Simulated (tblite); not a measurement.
C2H8F3NSi2.
SMILES with atom numbers: `[F:1][C:2]([F:3])([F:4])[CH2:5][NH:6][SiH2:7][SiH3:8]` (hydrogens: H9, H10 on C5; H11 on N6; H12, H13 on Si7; H14, H15, H16 on Si8)

Computed with GFN2-xTB (tblite), gas phase: Langevin dynamics at 600 K from the optimised GFN2-xTB geometry, time step 0.5 fs, friction 0.01 fs⁻¹, 2000 steps. Over the second half of the run the saved frames average 628 K.

The optimised geometry, where the run starts:
```
atom  x, y, z in Å
F1      3.643   -0.149    0.626
C2      2.349   -0.375    0.348
F3      2.288   -0.699   -0.950
F4      1.994   -1.474    1.033
C5      1.469    0.822    0.704
N6      0.075    0.535    0.590
Si7    -0.777    0.613   -0.920
Si8    -2.995    0.354   -0.363
H9      1.735    1.115    1.727
H10     1.728    1.633    0.021
H11    -0.221   -0.150    1.269
H12    -0.287   -0.348   -1.922
H13    -0.384    1.938   -1.419
H14    -3.794    0.229   -1.585
H15    -3.560    1.478    0.388
H16    -3.271   -0.843    0.441
```

t = 550 fs, T = 496 K, E(pot) 1.399 eV above the start
```
atom  x, y, z in Å  |  force x, y, z in eV/Å
F1      2.406   -0.439    1.899    0.007   0.761  -0.809
C2      1.362   -0.672    1.062   -1.510  -2.627   3.971
F3      1.510   -0.313   -0.133    1.050   0.571  -2.280
F4      1.348   -2.086    1.148   -0.359   1.060  -0.735
C5      0.063   -0.061    1.681    0.944   1.989   0.574
N6     -1.147   -0.245    0.904    1.612   0.910   1.039
Si7    -1.878    0.561   -0.427   -0.670  -0.145  -1.177
Si8    -4.244    0.495   -0.469    1.363  -0.384   0.591
H9     -0.108   -0.470    2.751    0.556   0.752  -1.552
H10     0.488    1.086    1.726   -1.544  -2.132   0.104
H11    -1.457   -1.120    1.223   -1.039  -1.079  -0.132
H12    -1.233    0.020   -1.652   -0.081   0.001   0.134
H13    -1.724    2.012   -0.618    0.454   0.005   0.492
H14    -4.777    1.189   -1.591   -0.284   0.316  -0.621
H15    -4.595    1.127    0.753   -0.180   1.220   0.880
H16    -5.089   -0.592   -0.093   -0.319  -1.220  -0.481
```

t = 650 fs, T = 486 K, E(pot) 0.994 eV above the start
```
atom  x, y, z in Å  |  force x, y, z in eV/Å
F1      2.610   -0.468    1.799   -1.372  -0.730  -1.141
C2      1.470   -0.712    1.049    1.326   1.758  -2.593
F3      1.681   -0.184   -0.257    0.568   0.257   1.142
F4      1.333   -1.969    0.691    0.069  -0.894   1.266
C5      0.271   -0.002    1.586    0.046   1.246   1.334
N6     -0.945   -0.328    0.963   -0.945  -1.581  -0.354
Si7    -1.748    0.691   -0.194    1.422   1.279   1.139
Si8    -3.963    0.481   -0.248   -1.902   0.002  -0.996
H9      0.361   -0.216    2.682   -0.739   0.100  -0.290
H10     0.335    1.128    1.449    0.570  -1.301   0.222
H11    -1.172   -1.329    0.982    0.313   0.557  -0.017
H12    -1.108    1.218   -1.408    0.145  -0.414  -0.084
H13    -1.518    1.853    0.775   -0.210   0.012  -0.613
H14    -4.720   -0.260   -1.367    0.677   0.365   0.711
H15    -4.400    1.916   -0.501    0.103  -0.778   0.300
H16    -4.516   -0.076    0.990   -0.073   0.124  -0.025
```

t = 725 fs, T = 568 K, E(pot) 0.843 eV above the start
```
atom  x, y, z in Å  |  force x, y, z in eV/Å
F1      2.756   -0.835    1.865   -0.594  -0.371  -0.010
C2      1.610   -0.804    1.170   -0.970   2.489  -0.796
F3      1.819    0.106    0.165    0.291   0.510   0.313
F4      1.419   -1.880    0.465   -0.040  -1.811   0.220
C5      0.348   -0.328    1.970   -1.181  -1.135  -0.990
N6     -0.957   -0.283    1.220    2.089   1.017   0.442
Si7    -1.597    0.912    0.111    0.606   0.782   0.908
Si8    -3.773    0.391   -0.002   -0.430  -0.444   0.223
H9      0.230   -1.043    2.774   -0.067  -0.282   0.329
H10     0.542    0.623    2.410    0.231   0.805  -0.020
H11    -1.419   -1.156    1.202   -0.113  -0.850   0.025
H12    -0.800    1.204   -1.079    0.076  -0.130   0.061
H13    -1.809    2.213    0.840    0.704  -0.233  -0.076
H14    -3.840   -0.835   -0.743   -0.287  -0.885  -0.084
H15    -4.670    1.180   -0.758   -0.453   0.921  -0.835
H16    -4.533    0.456    1.244    0.139  -0.381   0.289
```

t = 950 fs, T = 695 K, E(pot) 1.751 eV above the start
```
atom  x, y, z in Å  |  force x, y, z in eV/Å
F1      2.873   -1.257    1.733    0.205  -0.412   0.635
C2      1.828   -0.680    1.227   -1.500   1.494  -2.254
F3      2.200    0.629    0.928   -0.243  -0.947   0.482
F4      1.640   -1.218   -0.049    0.353   0.137   1.023
C5      0.419   -0.692    1.929    1.485  -0.450   1.067
N6     -0.641   -0.383    1.025   -0.825   2.229  -0.973
Si7    -0.970    1.390    0.803   -0.518  -0.167   0.787
Si8    -3.390    1.776    0.941    0.616  -0.983   1.130
H9      0.347   -1.758    2.364   -0.167   1.433  -0.375
H10     0.529    0.151    2.837   -0.584  -2.161  -2.182
H11    -0.816   -0.758    0.053    1.174  -0.555   1.948
H12    -0.177    2.133   -0.330   -0.625  -0.703   0.980
H13    -0.549    1.722    2.212    0.052   0.404  -0.599
H14    -3.870    1.755   -0.364   -0.588  -0.744  -2.063
H15    -3.871    3.126    1.045    0.167   0.835   0.880
H16    -4.408    0.924    1.751    0.998   0.589  -0.487
```

t = 975 fs
```
atom  x, y, z in Å
F1      2.831   -1.186    1.733
C2      1.819   -0.620    1.137
F3      2.111    0.718    0.884
F4      1.718   -1.238   -0.057
C5      0.488   -0.785    1.846
N6     -0.479   -0.124    1.038
Si7    -1.049    1.528    0.858
Si8    -3.324    2.085    1.095
H9      0.265   -1.931    1.734
H10     0.854   -0.545    2.895
H11    -1.007   -0.492    0.287
H12    -0.335    2.028   -0.278
H13    -0.379    2.318    1.859
H14    -4.552    1.931    0.121
H15    -3.082    3.390    1.737
H16    -3.505    1.313    2.241
```

Task: Estimate the potential energy and the forces of this last frame.

Result: 1.753 eV above the start.

| atom | Fx (eV/Å) | Fy (eV/Å) | Fz (eV/Å) |
| --- | --- | --- | --- |
| F1 | 1.028 | -0.068 | 0.676 |
| C2 | -0.568 | 0.895 | -1.579 |
| F3 | -0.026 | -1.549 | 0.328 |
| F4 | 0.361 | 0.317 | -0.475 |
| C5 | 0.522 | -2.155 | -0.580 |
| N6 | -1.133 | 2.514 | 1.296 |
| Si7 | 0.231 | 0.090 | 0.361 |
| Si8 | 0.326 | 0.434 | -1.448 |
| H9 | 0.465 | 1.598 | 0.726 |
| H10 | -1.872 | 0.297 | -0.733 |
| H11 | 0.413 | -1.997 | -0.191 |
| H12 | 0.140 | 0.202 | -0.976 |
| H13 | 0.216 | 0.136 | 0.736 |
| H14 | 1.253 | 0.253 | 0.860 |
| H15 | -0.467 | 0.201 | -0.437 |
| H16 | -0.888 | -1.167 | 1.437 |

The bond farthest from its length at the start is Si8–H14 (1.574 against 1.464 Å), and half the difference of its two atoms' forces along it is -1.07 eV/Å (positive lengthens). The largest atomic force is 3.05 eV/Å.

What follows is the cost of the whole dynamics run. Hardware: one thread, Arm Neoverse V1 (aarch64), on a shared host. Cost: 16 s of wall time, 0.18 GiB resident at most.
